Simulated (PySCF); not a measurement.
Input file for PySCF: R-HF/STO-3G on F2Sn (SMILES [F][Sn][F]), a point of a bond scan (R = 2.143 Å).

```python
from pyscf import gto, scf, dft, mp
from pyscf.data.elements import chemcore

mol = gto.M(
    atom='''
    Sn    0.02632264   -0.01583816    0.34295287
    F     0.71738766    1.42990463   -1.07991633
    F    -0.80080048   -1.21048367   -0.95472913
    ''',
    basis='sto-3g',
    charge=0, spin=0, verbose=3, max_memory=1800)
mf = scf.RHF(mol)
mf.conv_tol = 1e-8
mf.max_cycle = 100
mf.kernel()
if not mf.converged:
    mf = mf.newton().run(mf.mo_coeff, mf.mo_occ)
```

Task: Give the final energy of this run.

Result: -6159.3201 hartree.
